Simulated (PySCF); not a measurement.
CH₁₁NOSi₃, SMILES [SiH3]N[SiH2][SiH2]OC. Geometry: PBE0-D3(BJ)/def2-SVP. This is a generated structure with no PubChem entry under its InChIKey; it may be hypothetical. One conformer was computed; it need not be the lowest.

Q: Give the equilibrium geometry at PBE0-D3(BJ)/def2-SVP (PySCF confirms it by a frequency run) as a Z-matrix. (The exact figures need the calculation; the answer reports its results.)

A: Several could match; the one computed here: 
```
Si
N 1 1.7491
H 2 1.0174 1 115.19
Si 2 1.7415 3 115.37 1 173.64
H 4 1.4918 2 107.47 3 169.12
H 1 1.4938 2 107.09 3 -173.12
H 4 1.4959 5 109.87 2 119.99
H 4 1.4985 5 108.53 7 116.90
H 1 1.4998 6 107.99 2 122.37
Si 1 2.3413 6 111.20 9 120.42
O 10 1.6700 1 108.10 6 -71.98
C 11 1.4002 10 123.61 1 178.84
H 12 1.1007 11 108.83 10 -179.03
H 12 1.1062 13 107.94 11 121.77
H 12 1.1062 13 107.95 14 116.40
H 10 1.5018 11 110.51 12 56.99
H 10 1.5046 16 106.29 11 119.96
```
Charge 0, spin multiplicity 1.
